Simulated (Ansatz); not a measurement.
Gas-phase electronic energies from Ansatz, PBE0-D4/def2-TZVP geometries. CCSD(T)/CBS is the MP2 limit (def2-TZVPP, def2-QZVPP) plus CCSD(T) − MP2 in def2-TZVPP, frozen cores. DFT in def2-TZVPP. def2 core potentials past Kr. For In outer-core shells are correlated without core-valence functions, which leaves a few kJ/mol of doubt a bond. One conformer a species, not always the lowest.

Consider the formal exchange of groups at the In–N bond: `[CH3][In]([CH3])[NH2]` + `CSC` → `[CH3][InH][CH3]` + `CSCN`.

Task: Is it downhill or uphill in electronic energy at CCSD(T)/CBS, and by how much? (Best estimate.)

Result: Ansatz gave: Uphill: ΔE = +96.4 kJ/mol.

Task: What do these levels give: r2SCAN-D4, r2SCANh-D4, r2SCAN0-D4, BHLYP-D4, r2SCAN, PBE0, HF/def2-SVP, CCSD/def2-SVP, CCSD/def2-TZVPP, CCSD(T)/def2-TZVPP, HF/def2-QZVPP, MP2/CBS(def2)? (An estimate is asked.)

Result: Ansatz gave: r2SCAN-D4 84.5, r2SCANh-D4 84.0, r2SCAN0-D4 83.2, BHLYP-D4 85.2, r2SCAN 84.8, PBE0 80.2, HF/def2-SVP 67.1, CCSD/def2-SVP 73.6, CCSD/def2-TZVPP 89.4, CCSD(T)/def2-TZVPP 89.7, HF/def2-QZVPP 85.0, MP2/CBS(def2) 103.9 kJ/mol.

Largest T1 diagnostic among the species: 0.013.

In def2-TZVPP, CCSD(T) changes the Hartree–Fock value by +5.9 kJ/mol (the triples alone add +0.3 kJ/mol) and MP2 by +13.4 kJ/mol. Leaving LDA and LC-ωPBE aside and taking each functional with its dispersion term where it has one, the values, not all of them listed here, spread over 16.3 kJ/mol, from revPBE-D4 to B2PLYP. LDA lies −9.3 kJ/mol from PBE without D4.
